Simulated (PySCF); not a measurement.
CH5FO2Si2, SMILES C([Si@H]([SiH3])F)(=O)O.

Geometry optimised at PBE0-D3(BJ)/def2-SVP. The structure was generated by enumeration; whether it is a known compound was not checked. One conformer was computed; it need not be the lowest.

Two levels are set side by side: PBE/def2-TZVP (PySCF) and B3LYP/def2-TZVP (PySCF). Same geometry, gas phase. Differences are taken from unrounded values.

```json
[
 {"quantity": "orbital gap (eV)", "B3LYP": "6.61", "PBE": "4.56", "PBE minus B3LYP": "-2.05"},
 {"quantity": "highest occupied level (eV)", "B3LYP": "-7.88", "PBE": "-6.61", "PBE minus B3LYP": "1.27"},
 {"quantity": "lowest empty level (eV)", "B3LYP": "-1.27", "PBE": "-2.05", "PBE minus B3LYP": "-0.78"},
 {"quantity": "dipole moment (D)", "B3LYP": "0.28", "PBE": "0.41", "PBE minus B3LYP": "0.13"},
 {"quantity": "mean polarisability (bohr³)", "B3LYP": "73.0", "PBE": "76.6", "PBE minus B3LYP": "3.6"}
]
```

Without exact exchange PBE keeps part of each electron's self-repulsion, which lifts occupied levels and narrows the gap. PBE's more diffuse valence density responds more strongly to a field. Differences between two approximate levels are no errors against the true value.

Rough cost on one machine, each run with all the roots and properties that it gave: B3LYP against PBE within a factor of 2.
